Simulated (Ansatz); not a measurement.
Gas-phase electronic energies from Ansatz, PBE0-D4/def2-TZVP geometries. CCSD(T)/CBS adds triple-zeta CCSD(T) − MP2 to the extrapolated MP2 energy (def2 sets, frozen cores). DFT in def2-TZVPP. B3LYP here is the variant with VWN-RPA as its local correlation; programs differ in this. HSE06 is defined as in plane-wave codes. For Ga outer-core shells are correlated without core-valence functions, which leaves a few kJ/mol of doubt a bond. Scalar relativity is left out up to krypton. Each species was taken in one conformer, which may not be the lowest.

Consider the redistribution: `[BH2][GaH][F]` + `[SiH3][S][GaH][SiH3]` → `B[S][GaH][SiH3]` + `[F][GaH][SiH3]`.

```tsv
level	ΔE (kJ/mol)	difference from CCSD(T)/CBS
LDA (SPW92)	-77.8	-22.8
PBE-D4	-70.0	-15.0
revPBE-D4	-67.0	-12.0
BLYP-D4	-64.9	-9.9
r2SCAN-D4	-63.0	-8.0
B97M-V	-63.1	-8.1
PBE0-D4	-64.5	-9.5
B3LYP-D4	-61.5	-6.5
r2SCANh-D4	-62.1	-7.1
HSE06-D4	-64.6	-9.6
BHLYP-D4	-55.5	-0.5
CAM-B3LYP-D4	-59.5	-4.5
ωB97X-V	-56.9	-1.9
ωB97M-V	-58.5	-3.5
B2PLYP	-60.1	-5.1
PBE-QIDH	-59.5	-4.5
PBE	-70.2	-15.2
BLYP	-65.3	-10.3
r2SCAN	-63.0	-8.0
PBE0	-64.6	-9.6
r2SCANh	-62.1	-7.1
HSE06	-64.8	-9.8
BHLYP	-56.2	-1.2
CAM-B3LYP	-59.7	-4.7
LC-ωPBE	-56.5	-1.5
RPA@PBE/def2-TZVPP	-58.7	-3.7
MP2/def2-SVP	-72.2	-17.2
CCSD/def2-SVP	-70.8	-15.8
CCSD(T)/def2-SVP	-74.4	-19.4
HF/def2-TZVPP	-44.6	10.4
MP2/def2-TZVPP	-57.2	-2.2
SCS-MP2/def2-TZVPP	-54.3	0.7
CCSD/def2-TZVPP	-56.5	-1.5
CCSD(T)/def2-TZVPP	-59.8	-4.8
HF/def2-QZVPP	-44.0	11.0
MP2/def2-QZVPP	-54.2	0.8
SCS-MP2/def2-QZVPP	-51.5	3.5
HF/CBS(def2)	-43.9	11.1
MP2/CBS(def2)	-52.3	2.7
CCSD/CBS(def2)	-51.6	3.4
CCSD(T)/CBS	-55.0	0
```

Largest T1 diagnostic among the species: 0.014.

From PBE to PBE0 (25 % exact exchange), in def2-TZVPP and without D4, ΔE moves by +5.6 kJ/mol. In def2-TZVPP, CCSD(T) changes the Hartree–Fock value by −15.3 kJ/mol (the triples alone add −3.3 kJ/mol) and MP2 by −12.6 kJ/mol.
